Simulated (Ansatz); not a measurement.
Geometry optimisation, RHF/def2-SVP in Ansatz 0.2.0.

input.yaml

```yaml
crystal:
  periodic: [false, false, false]
  atoms:
    - { symbol: W, position_ang: [0.267153, 0.255059, -0.348687] }
    - { symbol: H, position_ang: [0.116909, 0.262759, 2.568932] }
    - { symbol: H, position_ang: [1.432298, -0.653899, 0.420685] }
    - { symbol: H, position_ang: [-0.66725, 1.455718, 0.326575] }
    - { symbol: H, position_ang: [-1.352062, -0.137638, -0.041007] }
    - { symbol: H, position_ang: [-0.1431, -1.343595, 0.020774] }
    - { symbol: H, position_ang: [0.451686, 0.351888, -2.057168] }
    - { symbol: "N", position_ang: [1.593307, 1.606392, 0.399115] }
    - { symbol: H, position_ang: [2.522688, 1.378631, 0.698373] }
    - { symbol: H, position_ang: [1.350798, 2.533801, 0.692439] }
    - { symbol: H, position_ang: [0.567674, 0.687284, 2.212968] }
basis:
  gaussian: { orbitals: def2-SVP }
hamiltonian:
  xc: hf
relax:
  f_tol: 0.03
  max_steps: 50
```

Run as:

```bash
$ ansatz run input.yaml --threads 1 --pin off --max-ram 2048MiB --backend cpu --events-out ev --progress --plain --runs-dir out
```

Q: Where does it end, and by what steps?

A: The forces met the threshold. After 10 steps the energy has fallen by 0.248 eV; H11 moved furthest, 1.20 Å.

| step | energy less start (eV) | largest force component (eV/Å) | accepted |
| --- | --- | --- | --- |
| 0 | 0.0000 | 1.023 | yes |
| 1 | -0.1365 | 0.686 | yes |
| 2 | -0.2046 | 0.539 | yes |
| 3 | -0.2256 | 0.507 | yes |
| 4 | -0.2376 | 0.428 | yes |
| 5 | -0.2204 | 0.593 | no |
| 6 | -0.2445 | 0.095 | yes |
| 7 | -0.2464 | 0.053 | yes |
| 8 | -0.2474 | 0.056 | yes |
| 9 | -0.2479 | 0.039 | yes |
| 10 | -0.2481 | 0.019 | yes |

```xyz
11
Properties=species:S:1:pos:R:3
W 0.330 0.304 -0.550
H -0.208 -0.011 3.467
H 1.514 -0.581 0.223
H -0.580 1.522 0.137
H -1.276 -0.089 -0.163
H -0.085 -1.283 -0.116
H 0.480 0.385 -2.262
N 1.643 1.637 0.080
H 2.577 1.422 0.374
H 1.422 2.583 0.327
H 0.323 0.506 3.375
```

The run took 18 s on 1 thread of Arm Neoverse V2, on a shared host, peak memory 0.15 GiB.
